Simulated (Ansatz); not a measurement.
```yaml
crystal:
  periodic: [false, false, false]
  atoms:
    - {symbol: O, position_ang: [0.515176, -0.148150, 0.110938]}
    - {symbol: In, position_ang: [0.215176, -0.448150, 0.060938]}
    - {symbol: F, position_ang: [1.697273, -1.313147, 1.200779]}
    - {symbol: F, position_ang: [-1.017372, -1.615167, -0.865041]}
    - {symbol: H, position_ang: [-0.847107, 1.626634, -0.508303]}
basis:
  gaussian: {orbitals: def2-SVPD}
hamiltonian: {xc: {name: HF}}
correlation: {method: bccd_t, electrons: all}
accuracy: high
```

```sh
$ ansatz run in.yaml --threads 4 --pin off --events-out ev --progress --plain --max-ram 10444MiB
```

Output, abridged:

```
Functional definition: HF
  name "HF"
  cite "Fock, Z. Phys. 61, 126 (1930) doi:10.1007/BF01340294"
  parent pbe
  exchange = exact_x
  correlation = 0
2158 factors; integrals over basis functions are off by at most 2.6e-9 eV
mean field evaluation 1: about -11179.9183 eV, gradient 1.1e2 eV
mean field evaluation 2: about -11181.0522 eV, gradient 1.2e2 eV
mean field evaluation 4: about -11203.6133 eV, gradient 1.4e1 eV
mean field evaluation 8: about -11203.9921 eV, gradient 1.0e0 eV
mean field evaluation 16: about -11203.9984 eV, gradient 2.0e-8 eV
mean field -11203.99837719 eV, -411.7393460188 hartree, gradient 2.8e-8 eV, S^2 0.000000; 3 other end points of the search recorded, 0 dependent functions left out; unrestricted orbitals would lower it
unrestricted determinant -11205.31836782 eV, -411.7878547799 hartree, S^2 0.9221
reference -11203.99837719 eV, -411.7393460188 hartree; 24, 24 occupied and 85, 85 virtual orbitals, 2158 factors
second order -19.81890255 eV of doubles, -0.00000000 eV of singles
cycle   1  -19.09699005 eV  change    7.2e-1 eV  update   1.8e-1
cycle   2  -19.77385244 eV  change   -6.8e-1 eV  update   1.2e-1
cycle   3  -20.02614115 eV  change   -2.5e-1 eV  update   5.1e-2
cycle   4  -20.04983613 eV  change   -2.4e-2 eV  update   2.3e-2
cycle   5  -20.01419894 eV  change    3.6e-2 eV  update   1.2e-2
cycle   6  -20.01760786 eV  change   -3.4e-3 eV  update   7.2e-3
cycle   7  -20.02496680 eV  change   -7.4e-3 eV  update   5.0e-3
cycle   8  -20.02416572 eV  change    8.0e-4 eV  update   2.7e-3
cycle   9  -20.02211303 eV  change    2.1e-3 eV  update   1.0e-3
cycle  10  -20.02300603 eV  change   -8.9e-4 eV  update   5.1e-4
cycle  11  -20.02261489 eV  change    3.9e-4 eV  update   2.3e-4
cycle  12  -20.02236921 eV  change    2.5e-4 eV  update   1.3e-4
cycle  13  -20.02259498 eV  change   -2.3e-4 eV  update   6.8e-5
cycle  14  -20.02250979 eV  change    8.5e-5 eV  update   3.2e-5
cycle  15  -20.02251150 eV  change   -1.7e-6 eV  update   1.6e-5
cycle  16  -20.02252860 eV  change   -1.7e-5 eV  update   7.2e-6
cycle  17  -20.02252750 eV  change    1.1e-6 eV  update   3.4e-6
cycle  18  -20.02252774 eV  change   -2.3e-7 eV  update   1.7e-6
cycle  19  -20.02252886 eV  change   -1.1e-6 eV  update   6.7e-7
cycle  20  -20.02252842 eV  change    4.4e-7 eV  update   3.8e-7
cycle  21  -20.02252827 eV  change    1.5e-7 eV  update   2.1e-7
cycle  22  -20.02252817 eV  change    9.5e-8 eV  update   1.1e-7
cycle  23  -20.02252811 eV  change    6.6e-8 eV  update   7.7e-8
cycle  24  -20.02252736 eV  change    7.4e-7 eV  update   2.1e-7
cycle  25  -20.02252741 eV  change   -4.1e-8 eV  update   9.2e-8
cycle  26  -20.02252729 eV  change    1.1e-7 eV  update   5.3e-8
cycle  27  -20.02252726 eV  change    3.5e-8 eV  update   2.5e-8
cycle  28  -20.02252725 eV  change    7.0e-9 eV  update   1.0e-8
cycle  29  -20.02252726 eV  change   -7.2e-9 eV  update   4.8e-9
cycle  30  -20.02252726 eV  change    2.1e-9 eV  update   3.3e-9
perturbative correction -0.88130921 eV, -0.0323875160 hartree
Total energy: -11224.90221365 eV, -412.5075478397 hartree
```

Q: Something in this input is off. What?

A: One atom was put on top of another. The calculation finished and met its thresholds. The result belongs to that input, not to the molecule as meant.
